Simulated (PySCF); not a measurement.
PySCF input for C3H7InO, SMILES C=[CH][InH][O]C, PBE-D3(BJ)/def2-SVP. Geometry optimised at PBE-D3(BJ)/def2-SVP. The structure was generated by enumeration; whether it is a known compound was not checked. The def2 effective core potentials stand for the cores of In; spin–orbit coupling is left out. One conformer was computed; it need not be the lowest.

```python
import numpy as np
from pyscf import gto, scf, dft, df
from pyscf.hessian import thermo

mol = gto.M(
    atom='''
    In   -0.53002631    0.16462421    0.46091106
    H    -1.92312161    0.86225560    1.20490292
    C     0.94105825   -1.31736663    0.99690170
    C     1.96056993   -1.67453226    0.18960518
    H     0.85382234   -1.80839548    1.98387638
    H     2.70075563   -2.43899691    0.49317721
    H     2.11542954   -1.23134338   -0.80788839
    O    -0.30585683    1.02095516   -1.37589872
    C     0.70708206    0.72854843   -2.29878420
    H     0.71268729   -0.33758070   -2.64096994
    H     0.56798240    1.35080704   -3.21447624
    H     1.73832660    0.94912928   -1.92240986
    ''',
    basis='def2-SVP',
    ecp={'In': 'def2-svp'},
    charge=0,
    spin=0,
    max_memory=1600,
    verbose=3,
)
mf = dft.RKS(mol, xc='pbe').density_fit(auxbasis='def2-universal-jkfit')
mf.disp = 'd3bj'
mf.grids.level = 3
mf.conv_tol = 1e-11
mf.max_cycle = 100
mf.kernel()

# [left out here: the lines that compute and print the analytic Hessian (its translational invariance restored by hand, since the grid's response is missing), thermochemistry and intensities]
```

Output:

```
converged SCF energy = -383.44705739906

WARN: DFTD3 does not support analytical Hessian, using finite difference


WARN: Mole.unit (angstrom) is changed to Bohr

Mode                                 0                   1                   2
Irrep
Freq [cm^-1]                      -11.2848            106.1951            124.0805
Reduced mass [au]                   1.6708              3.9726              1.8620
Force const [Dyne/A]               -0.0001              0.0264              0.0169
Char temp [K]                     -16.2363            152.7911            178.5242
Normal mode                   x     y     z       x     y     z       x     y     z
       0  In                 0.00  0.00  0.00    0.02 -0.01 -0.02   -0.01 -0.01 -0.01
       1   H                 0.06  0.08  0.04    0.02 -0.03  0.02    0.01  0.01  0.00
       2   C                -0.08 -0.10 -0.06   -0.02 -0.02  0.07    0.00  0.00  0.00
       3   C                 0.06  0.07  0.04    0.01 -0.08  0.14    0.03  0.04  0.02
       4   H                -0.23 -0.29 -0.17   -0.09  0.02  0.08    0.01  0.02  0.01
       5   H                 0.02  0.02  0.01   -0.03 -0.09  0.20    0.07  0.08  0.05
       6   H                 0.22  0.27  0.15    0.07 -0.12  0.12    0.02  0.03  0.02
       7   O                 0.02  0.03  0.02   -0.06  0.04  0.00    0.08  0.10  0.06
       8   C                -0.03 -0.04 -0.02   -0.09  0.10 -0.05   -0.06 -0.07 -0.04
       9   H                 0.08 -0.11  0.20   -0.07  0.11 -0.09   -0.42 -0.01 -0.22
      10   H                -0.20 -0.25 -0.14   -0.15  0.13 -0.03    0.10  0.13  0.07
      11   H                -0.03  0.17 -0.16   -0.08  0.12 -0.09    0.04 -0.47 -0.05
Mode                                 3                   4                   5
Irrep
Freq [cm^-1]                      150.4965            173.4712            273.8971
Reduced mass [au]                   1.6948              3.1026              4.2729
Force const [Dyne/A]                0.0226              0.0550              0.1889
Char temp [K]                     216.5310            249.5865            394.0770
Normal mode                   x     y     z       x     y     z       x     y     z
       0  In                 0.01  0.01  0.01   -0.00 -0.01  0.02    0.03 -0.02 -0.02
       1   H                 0.07  0.08  0.05   -0.03  0.11 -0.15    0.02  0.01 -0.04
       2   C                -0.05 -0.06 -0.04   -0.04 -0.01  0.06   -0.07  0.00  0.09
       3   C                 0.03  0.04  0.02   -0.07  0.07 -0.02   -0.12  0.11 -0.01
       4   H                -0.14 -0.18 -0.10    0.01 -0.04  0.04   -0.02 -0.03  0.08
       5   H                 0.00  0.00  0.00   -0.02  0.08 -0.10   -0.05  0.12 -0.15
       6   H                 0.12  0.15  0.09   -0.15  0.12 -0.00   -0.24  0.19  0.01
       7   O                -0.07 -0.09 -0.05    0.09 -0.07 -0.01   -0.06  0.04  0.01
       8   C                 0.02  0.02  0.01    0.01  0.07 -0.14   -0.02 -0.03  0.07
       9   H                -0.12  0.12 -0.30    0.04  0.10 -0.23   -0.03 -0.04  0.12
      10   H                 0.26  0.32  0.18   -0.13  0.15 -0.07    0.05 -0.06  0.04
      11   H                 0.00 -0.27  0.22    0.04  0.10 -0.23   -0.03 -0.04  0.11
Mode                                 6                   7                   8
Irrep
Freq [cm^-1]                      334.7943            457.4611            462.9466
Reduced mass [au]                   1.0657              1.3555              1.1055
Force const [Dyne/A]                0.0704              0.1671              0.1396
Char temp [K]                     481.6945            658.1847            666.0771
Normal mode                   x     y     z       x     y     z       x     y     z
       0  In                -0.01 -0.01 -0.00    0.01  0.01  0.01    0.00 -0.01  0.01
       1   H                 0.46  0.57  0.32   -0.31 -0.39 -0.21   -0.13  0.52 -0.77
       2   C                -0.03 -0.04 -0.02   -0.08 -0.10 -0.06    0.00  0.02 -0.03
       3   C                 0.01  0.02  0.01    0.01  0.02  0.01    0.02 -0.01 -0.00
       4   H                 0.16  0.19  0.11    0.16  0.20  0.12   -0.01  0.03 -0.03
       5   H                 0.22  0.27  0.15    0.28  0.35  0.20   -0.01 -0.01  0.07
       6   H                -0.15 -0.19 -0.11   -0.19 -0.23 -0.13    0.06 -0.05 -0.01
       7   O                 0.00  0.00  0.00   -0.01 -0.01 -0.00   -0.03  0.04 -0.02
       8   C                 0.01  0.01  0.01   -0.00 -0.00 -0.00   -0.01  0.00  0.01
       9   H                 0.05  0.01  0.02    0.00 -0.01  0.00   -0.01 -0.01  0.04
      10   H                -0.00 -0.00 -0.00   -0.01 -0.01 -0.01    0.05 -0.03 -0.02
      11   H                 0.00  0.06  0.02   -0.00  0.01 -0.01   -0.02 -0.01  0.04
Mode                                 9                  10                  11
Irrep
Freq [cm^-1]                      477.3051            491.2830            945.0196
[...]
Freq [cm^-1]                     1365.2115           1417.6421           1418.6666
Reduced mass [au]                   1.1852              1.0457              1.0437
Force const [Dyne/A]                1.3015              1.2382              1.2376
Char temp [K]                    1964.2354           2039.6713           2041.1453
Normal mode                   x     y     z       x     y     z       x     y     z
       0  In                 0.00 -0.00  0.00   -0.00  0.00 -0.00    0.00  0.00  0.00
       1   H                 0.01 -0.00 -0.01    0.00 -0.00  0.00   -0.00 -0.00 -0.00
       2   C                -0.09  0.04  0.06   -0.01  0.01  0.01   -0.00 -0.00 -0.00
       3   C                 0.01 -0.00 -0.01    0.00 -0.00 -0.00   -0.00 -0.00 -0.00
       4   H                 0.01 -0.04  0.04    0.01 -0.01  0.00    0.00  0.00  0.00
       5   H                 0.32  0.05 -0.53    0.04  0.00 -0.07   -0.00  0.00  0.00
       6   H                 0.53 -0.36 -0.12    0.07 -0.04 -0.02    0.01  0.01  0.01
       7   O                 0.00  0.00 -0.01    0.00 -0.01  0.01    0.00  0.01  0.00
       8   C                 0.00  0.00 -0.01    0.01 -0.03  0.04    0.03  0.04  0.02
       9   H                 0.02 -0.02  0.07   -0.45  0.12 -0.38    0.04  0.15 -0.45
      10   H                -0.08  0.04  0.04    0.39 -0.23 -0.20   -0.41 -0.49 -0.27
      11   H                -0.01 -0.06  0.05   -0.08  0.57 -0.09   -0.09 -0.25  0.42
Mode                                21                  22                  23
Irrep
Freq [cm^-1]                     1423.4310           1596.3151           1766.8690
Reduced mass [au]                   1.1298              4.4507              1.0176
Force const [Dyne/A]                1.3488              6.6822              1.8717
Char temp [K]                    2048.0003           2296.7420           2542.1311
Normal mode                   x     y     z       x     y     z       x     y     z
       0  In                 0.00 -0.00  0.00    0.00 -0.00  0.00   -0.01  0.00  0.00
       1   H                -0.01  0.01 -0.00    0.02 -0.01 -0.00    0.80 -0.41 -0.42
       2   C                 0.01 -0.00 -0.00   -0.14  0.06  0.10    0.01 -0.01  0.00
       3   C                -0.00  0.00  0.00    0.15 -0.05 -0.12   -0.00  0.00 -0.00
       4   H                -0.01  0.01 -0.00    0.03 -0.07  0.08   -0.02  0.01  0.01
       5   H                -0.02 -0.00  0.04   -0.03 -0.11  0.24   -0.01  0.00  0.01
       6   H                -0.03  0.02  0.01   -0.18  0.19 -0.08    0.01 -0.00 -0.00
       7   O                 0.02 -0.00 -0.02   -0.00  0.00  0.00   -0.00  0.00  0.00
       8   C                 0.07 -0.02 -0.06    0.00  0.00 -0.00    0.00 -0.00  0.00
       9   H                -0.51 -0.10  0.26    0.00 -0.00  0.01   -0.00 -0.00 -0.00
      10   H                -0.36  0.20  0.17   -0.01  0.00  0.00   -0.01  0.00  0.00
      11   H                -0.22  0.27  0.46    0.00 -0.00  0.01    0.00  0.00 -0.00
Mode                                24                  25                  26
Irrep
Freq [cm^-1]                     2859.2828           2912.7585           2954.3659
Reduced mass [au]                   1.0347              1.1036              1.0987
Force const [Dyne/A]                4.9841              5.5165              5.6502
Char temp [K]                    4113.8713           4190.8110           4250.6748
Normal mode                   x     y     z       x     y     z       x     y     z
       0  In                 0.00 -0.00  0.00   -0.00 -0.00 -0.00    0.00  0.00 -0.00
       1   H                 0.00  0.00 -0.00    0.00  0.00  0.00   -0.00  0.00 -0.00
       2   C                -0.00  0.00 -0.00    0.00  0.00  0.00   -0.00 -0.00  0.00
       3   C                 0.00 -0.00 -0.00   -0.00 -0.00 -0.00    0.00 -0.00  0.00
       4   H                -0.00  0.00  0.00    0.00  0.00  0.00    0.00  0.00 -0.00
       5   H                -0.00  0.00  0.00    0.00  0.00  0.00   -0.00  0.00  0.00
       6   H                -0.00  0.00 -0.00    0.00  0.00  0.00   -0.00  0.00 -0.00
       7   O                 0.00 -0.00 -0.00   -0.00 -0.00 -0.00   -0.00  0.00  0.00
       8   C                 0.04 -0.02 -0.01    0.05  0.06  0.04    0.03 -0.06  0.06
       9   H                 0.02  0.62  0.19   -0.00 -0.65 -0.18    0.02  0.20  0.08
      10   H                 0.05 -0.19  0.27    0.02  0.02  0.01   -0.13  0.51 -0.73
      11   H                -0.59 -0.14 -0.24   -0.61 -0.12 -0.25   -0.19 -0.06 -0.07
Mode                                27                  28                  29
Irrep
Freq [cm^-1]                     3035.3250           3068.8211           3140.3879
Reduced mass [au]                   1.0612              1.0928              1.1120
Force const [Dyne/A]                5.7604              6.0635              6.4613
Char temp [K]                    4367.1569           4415.3502           4518.3190
Normal mode                   x     y     z       x     y     z       x     y     z
       0  In                 0.00  0.00 -0.00   -0.00  0.00 -0.00    0.00 -0.00 -0.00
       1   H                -0.00  0.00  0.00    0.00 -0.00  0.00   -0.00  0.00 -0.00
       2   C                -0.00  0.01 -0.02   -0.01 -0.03  0.07   -0.00  0.00 -0.01
       3   C                 0.05 -0.03 -0.02    0.02 -0.01 -0.02   -0.02  0.05 -0.07
       4   H                -0.02 -0.12  0.24    0.08  0.40 -0.81   -0.01 -0.04  0.09
       5   H                -0.54  0.56 -0.24   -0.12  0.13 -0.06    0.31 -0.32  0.12
       6   H                -0.05 -0.19  0.40   -0.03 -0.09  0.19   -0.11 -0.33  0.74
       7   O                 0.00 -0.00  0.00    0.00  0.00 -0.00   -0.00 -0.00  0.00
       8   C                -0.00 -0.00 -0.00    0.00  0.00 -0.00    0.00 -0.00  0.00
       9   H                -0.00  0.00 -0.00   -0.00  0.00 -0.00   -0.00  0.00  0.00
      10   H                -0.00  0.00 -0.00    0.00 -0.00  0.00   -0.00  0.00 -0.00
      11   H                -0.00  0.00 -0.00   -0.00  0.00 -0.00   -0.00  0.00 -0.00
temperature 298.1500 [K]
pressure 101325.00 [Pa]
Rotational constants [GHz] 2.99048 2.52604 1.38152
Symmetry number 1
Zero-point energy (ZPE) 0.08543 [Eh]   224299.776 [J/mol]
                           tot       elec      trans        rot        vib
Entropy [J/mol/K]       363.904      0.000    173.081    116.412     74.410
Cv [J/mol/K]            104.196      0.000     12.472     12.472     79.252
Cp [J/mol/K]            112.510      0.000     20.786     12.472     79.252
Internal energy [J/mol]                      3718.434   3718.434 236682.883
Internal energy [Eh]   -383.35408  -383.44706
Enthalpy [J/mol]                             6197.391   3718.434 236682.883
Enthalpy [Eh]          -383.35313
Gibbs free energy [J/mol]                  -45406.775 -30989.914 214497.546
Gibbs free energy [Eh] -383.39446
mode   freq/cm-1   IR/(km/mol)
   1      -11.28         0.600
   2      106.20         2.911
   3      124.08         6.052
   4      150.50         4.188
   5      173.47         0.868
   6      273.90        18.820
   7      334.79         4.826
   8      457.46        56.066
   9      462.95       110.584
  10      477.31         1.358
  11      491.28        32.082
  12      945.02        25.905
  13      958.71         8.296
  14     1004.42        10.673
  15     1099.82       163.030
  16     1126.41         0.000
  17     1149.75        21.133
  18     1204.86        17.890
  19     1365.21         6.728
  20     1417.64         0.273
  21     1418.67         0.982
  22     1423.43        53.322
  23     1596.32         3.378
  24     1766.87       185.485
  25     2859.28       125.680
  26     2912.76        65.338
  27     2954.37        73.316
  28     3035.33        18.004
  29     3068.82        15.593
  30     3140.39         4.229
max |gradient| / (hartree/bohr): 6.221144822211787e-05
APT charges: [ 1.1618 -0.2936 -0.2913 -0.0581 -0.0205  0.0146  0.038  -0.8406  0.5618
 -0.0897 -0.0926 -0.0899]
```

The run converged. The end point has an imaginary mode, so it is no minimum.
